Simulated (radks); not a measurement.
The samarium ion Sm+ inside a hard spherical wall (all orbitals vanish at R), configuration held at [Xe] 4f6 6s1 and not refilled when levels cross. All-electron calculation, scalar-relativistic Kohn-Sham, r2SCAN, spin-polarised, spherical densities, finite nucleus; open shells are filled with parallel spins first (spin-orbit coupling, left out, can overturn this in heavy ions); meta-GGA in the generalised Kohn-Sham scheme; Fermi nuclear charge, rms radius 5.0819 fm. Program: a radial shooting solver on a logarithmic mesh with Libxc functionals. Eigenvalues in eV for spin up, with the zero of energy where the potential of the charges vanishes at infinity; a dash marks a level that is unbound or too diffuse for the functional's potential to be trusted. A positive occupied level is held by the wall or, in an anion where self-interaction has pushed it up, behind a barrier. The pressure on the wall is -dE/dV.

R (bohr)  E (hartree)  kinetic (hartree)    e(5s)    e(5p)   e(4f)   e(6s)  e(5d, empty)  e(6p, empty)  pressure (GPa)
free      -10427.7322          11145.874  -51.719  -30.859  -9.889  -8.916        -7.434        -5.520               0
20        -10427.7322          11145.874  -51.719  -30.859  -9.889  -8.916        -7.434        -5.520        < 0.0001
15        -10427.7322          11145.874  -51.719  -30.859  -9.889  -8.916        -7.434        -5.520        < 0.0001
10        -10427.7319          11145.879  -51.696  -30.836  -9.866  -8.896        -7.414        -5.435          0.0109
8         -10427.7278          11145.913  -51.545  -30.690  -9.718  -8.725        -7.279        -4.960           0.192
7         -10427.7181          11145.976  -51.313  -30.467  -9.489  -8.373        -7.051        -4.176           0.767
6         -10427.6889          11146.127  -50.856  -30.036  -9.029  -7.422        -6.536        -2.358            3.13
4         -10427.2662          11148.009  -47.749  -27.082  -5.526   3.537        -1.836        13.911            93.6
3         -10425.5265          11155.536  -40.086  -18.745   3.837  34.980        11.140        52.943            1020
2.5       -10422.0754          11169.053  -28.616   -5.201  16.749  81.250        30.595        105.91            4280
2         -10411.1350          11207.352    2.124   31.580  44.669  193.03        79.545        227.98           22600
